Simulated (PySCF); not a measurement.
## Electronic structure of Ca⁺ (calcium, charge +1) at the MN15 level

Configuration: [Ar] 4s1, 2S determinant. Computed with PySCF 2.14 in Sapporo-DKH3-DZP-2012 (6s5p1d, 26 functions), with the spin-free X2C one-electron Hamiltonian (Gaussian nucleus).

- Total energy: -680.457 hartree
- One-electron energy: -926.009 hartree
- Hartree (Coulomb) energy: 281.935 hartree
- Exchange-correlation energy: -36.383 hartree
- ⟨S²⟩: 0.7502
- ⟨L²⟩: 0.000
- Sum of ⟨r⟩: 16.39 bohr
- Sum of ⟨r²⟩: 30.64 bohr²
- Langevin diamagnetic susceptibility: -24.3 ×10⁻⁶ cm³/mol
- Time after the integrals: 0.29 s of wall time on 1 thread of Neoverse-V2 (shared host)

```csv
shell,electrons,mean orbital energy (hartree),"rms radius, mean of both spins (bohr)"
1s α,1,-145.12559,0.0889
1s β,1,-145.12485,0.0889
2s β,1,-15.39372,0.399
2s α,1,-15.39357,0.399
2p β,3,-12.74152,0.364
2p α,3,-12.74091,0.364
3s α,1,-2.12173,1.25
3s β,1,-2.11420,1.25
3p α,3,-1.41207,1.37
3p β,3,-1.40688,1.37
4s α,1,-0.37246,3.90
```

Densities and radii are taken from the X2C orbitals without a picture-change correction, which distorts them close to the nucleus.
